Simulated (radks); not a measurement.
The numbers below are computed, except where a source is named.
Mean orbital radii <r> (bohr) of the barium ion Ba+, [Xe] 6s1, at several levels of relativity; Dirac values are averaged over j with weights 2j + 1. Spin-unpolarised spherical Kohn-Sham, LDA (Slater exchange, Perdew-Wang correlation), point nucleus unless stated (finite: rms radius 4.8378 fm), a radial shooting solver on a logarithmic mesh with Libxc functionals. A level marked "c x" has the speed of light scaled by that factor.

[
 {"shell": "1s", "non-rel.": "0.02715", "scalar-rel., finite nucleus": "0.02560", "Dirac": "0.02560", "Dirac, c x 5": "0.02709", "change of magnitude, last against first (%)": "-0.22"},
 {"shell": "2s", "non-rel.": "0.1165", "scalar-rel., finite nucleus": "0.1098", "Dirac": "0.1094", "Dirac, c x 5": "0.1162", "change of magnitude, last against first (%)": "-0.24"},
 {"shell": "2p", "non-rel.": "0.09904", "scalar-rel., finite nucleus": "0.09622", "Dirac": "0.09596", "Dirac, c x 5": "0.09892", "change of magnitude, last against first (%)": "-0.12"},
 {"shell": "3s", "non-rel.": "0.3068", "scalar-rel., finite nucleus": "0.2924", "Dirac": "0.2920", "Dirac, c x 5": "0.3062", "change of magnitude, last against first (%)": "-0.19"},
 {"shell": "3p", "non-rel.": "0.2967", "scalar-rel., finite nucleus": "0.2903", "Dirac": "0.2898", "Dirac, c x 5": "0.2964", "change of magnitude, last against first (%)": "-0.09"},
 {"shell": "3d", "non-rel.": "0.2672", "scalar-rel., finite nucleus": "0.2667", "Dirac": "0.2668", "Dirac, c x 5": "0.2672", "change of magnitude, last against first (%)": "-0.01"},
 {"shell": "4s", "non-rel.": "0.7044", "scalar-rel., finite nucleus": "0.6742", "Dirac": "0.6742", "Dirac, c x 5": "0.7032", "change of magnitude, last against first (%)": "-0.16"},
 {"shell": "4p", "non-rel.": "0.7287", "scalar-rel., finite nucleus": "0.7160", "Dirac": "0.7155", "Dirac, c x 5": "0.7282", "change of magnitude, last against first (%)": "-0.07"},
 {"shell": "4d", "non-rel.": "0.7963", "scalar-rel., finite nucleus": "0.8009", "Dirac": "0.8013", "Dirac, c x 5": "0.7965", "change of magnitude, last against first (%)": "+0.02"},
 {"shell": "5s", "non-rel.": "1.702", "scalar-rel., finite nucleus": "1.633", "Dirac": "1.634", "Dirac, c x 5": "1.699", "change of magnitude, last against first (%)": "-0.15"},
 {"shell": "5p", "non-rel.": "1.929", "scalar-rel., finite nucleus": "1.911", "Dirac": "1.911", "Dirac, c x 5": "1.929", "change of magnitude, last against first (%)": "-0.04"},
 {"shell": "6s", "non-rel.": "4.415", "scalar-rel., finite nucleus": "4.272", "Dirac": "4.273", "Dirac, c x 5": "4.410", "change of magnitude, last against first (%)": "-0.12"}
]
